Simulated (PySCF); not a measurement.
Compound: C₄H₁₃GaP₂.
Geometry (PBE0-D3(BJ)/def2-SVP, Å), atoms numbered from 1 in this order:
```
atom  x, y, z in Å
C1     2.7947    0.9686    0.4168
C2     1.8801    0.0599    0.7603
C3     1.1252   -0.7865   -0.2121
P4    -0.6708   -0.3413   -0.2189
C5    -0.7206    1.3447   -0.9212
P6    -1.4780   -1.7392   -1.7165
Ga7   -1.8202   -0.6058    1.9451
H8     3.3094    1.5681    1.1716
H9     3.0704    1.1381   -0.6294
H10    1.6247   -0.0788    1.8176
H11    1.5339   -0.6918   -1.2317
H12    1.1606   -1.8512    0.0748
H13   -0.2464    1.3886   -1.9128
H14   -1.7686    1.6673   -0.9959
H15   -0.1925    2.0197   -0.2307
H16   -1.1329   -0.9511   -2.8602
H17   -2.7983   -1.2080   -1.6199
H18   -1.4518   -2.1162    2.2384
H19   -3.2898   -0.2836    1.4495
H20   -1.0664    0.5126    2.7749
```

Computed with PySCF, delta-SCF UKS SCAN, pcX-2 on the ionised atom, pcseg-1 elsewhere, spin-free X2C. The ground state was rerun for each ionised atom, in the same mixed basis as its hole state.

| ionised atom | basis functions | E(ground) (Eh) | E(ionised) (Eh) |
| --- | --- | --- | --- |
| C1 | 215 | -2784.37024 | -2773.69727 |
| C2 | 215 | -2784.37093 | -2773.67935 |
| C3 | 215 | -2784.36939 | -2773.66926 |
| C5 | 215 | -2784.36858 | -2773.67312 |
| P4 | 226 | -2784.45727 | -2705.42978 |
| P6 | 226 | -2784.45308 | -2705.42757 |

Question: What are the 1s binding energies?

Answer: E(ionised) − E(ground), at 27.2114 eV a hartree:

| atom | environment | difference (Eh) | binding energy (eV) |
| --- | --- | --- | --- |
| C1 | terminal =CH2 carbon | 10.67297 | 290.43 |
| C2 | alkene CH carbon | 10.69158 | 290.93 |
| C3 | sp3 carbon bound to phosphorus | 10.70013 | 291.17 |
| C5 | sp3 carbon bound to phosphorus | 10.69546 | 291.04 |
| P4 | phosphorus bonded to 2 C, Ga and P | 79.02749 | 2150.45 |
| P6 | three-coordinate phosphorus | 79.02551 | 2150.39 |

Question: How much do the ground-state energies differ, and what would follow from using one of them for all holes?

Answer: They run from -2784.4573 Eh (core basis on P4) to -2784.3686 Eh (on C5), 0.0887 Eh or 2.41 eV apart, though the state is the same; only basis and grid differ. Pairing the ion of C5 with the ground state of P4 would put its binding energy 2.41 eV too high.

Only 1s holes are shown. The structure is a single PBE0-D3(BJ)/def2-SVP conformer in the gas phase; no vibrational or solvent corrections.
